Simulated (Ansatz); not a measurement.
The same redistribution along the group Sc, Y.

Calculated with Ansatz (gas phase, PBE0-D4/def2-TZVP geometries, no zero-point term in ΔE). CCSD(T)/CBS adds triple-zeta CCSD(T) − MP2 to the extrapolated MP2 energy (def2 sets, frozen cores). Functionals use def2-TZVPP. Elements past krypton have def2 core potentials. For Sc, Y outer-core shells are correlated without core-valence functions, which leaves a few kJ/mol of doubt a bond. Scalar relativity is left out up to krypton.

```
                                                                               reaction  B2PLYP (kJ/mol)  CCSD(T)/CBS(def2) (kJ/mol)
`[Cl][Sc]([Cl])[Cl]` + `FC1C[SiH2][SiH2]1` → `[F][Sc]([Cl])[Cl]` + `ClC1C[SiH2][SiH2]1`              -43                         -46
  `[Cl][Y]([Cl])[Cl]` + `FC1C[SiH2][SiH2]1` → `[F][Y]([Cl])[Cl]` + `ClC1C[SiH2][SiH2]1`              -33                         -39
```

Largest T1 diagnostic: 0.015, for `[F][Sc]([Cl])[Cl]`.
